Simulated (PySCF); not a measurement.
A structure optimised at B3LYP-D3(BJ)/def2-SVP, used in a PySCF frequency run:

```
Si
F 1 1.6323
H 1 1.4878 2 107.70
C 1 1.8264 3 109.57 2 -118.84
C 4 1.2177 3 150.04 1 173.98
H 5 1.0754 3 159.17 1 175.92
Si 1 2.3494 3 111.70 2 119.72
F 7 1.6329 1 108.67 3 172.84
H 7 1.4896 8 108.42 1 -121.64
H 7 1.4907 9 109.67 8 118.32
```
Charge 0, spin multiplicity 1.

Task: Write its SMILES and formula.

Result: C#C[Si@H](F)[SiH2]F, C2H4F2Si2

Task: What are its rotational constants (standard atomic weights)?

Result: 2.7163, 1.5177, 1.1695 GHz
